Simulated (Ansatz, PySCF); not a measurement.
Reaction R1 + R2 → P1 + P2, each structure at its B3LYP-D3(BJ)/def2-TZVP stationary point, reached from a drawn start (curvature not checked).
R1: H7NSi2 (SMILES [SiH3]N[SiH3]), charge 0, multiplicity 1.
R2, SiH4 (SMILES [SiH4]) (charge 0, multiplicity 1):
```csv
atom,x (Å),y (Å),z (Å)
Si,0.0000,0.0000,0.0000
H,-0.1691,1.2235,-0.8159
H,-0.7440,0.1479,1.2712
H,1.4371,-0.2048,0.2903
H,-0.5240,-1.1666,-0.7455
```
P1: H9NSi3 (SMILES [SiH3]N([SiH3])[SiH3]), charge 0, multiplicity 1.
P2, H2 (SMILES [H][H]) (charge 0, multiplicity 1):
```xyz
2

H      0.000     0.000     0.372
H      0.000     0.000    -0.372
```

P less R. No zero-point or thermal terms.

The values were computed with Ansatz (Gaussian orbitals); PySCF for M06-2X. No computed number here is a measurement.

**Question.** One of these levels gives -136.6 meV for the reaction energy. Which one is it?
A) HF/cc-pV(D+d)Z
B) SVWN5/def2-TZVPP
C) M06-2X/def2-TZVPP
D) revPBE/def2-TZVPP

**Answer.** D, revPBE/def2-TZVPP. The others give 53.6 (HF/cc-pV(D+d)Z), -287.5 (SVWN5/def2-TZVPP), -413.9 (M06-2X/def2-TZVPP)

Ansatz is a program for electronic structure.
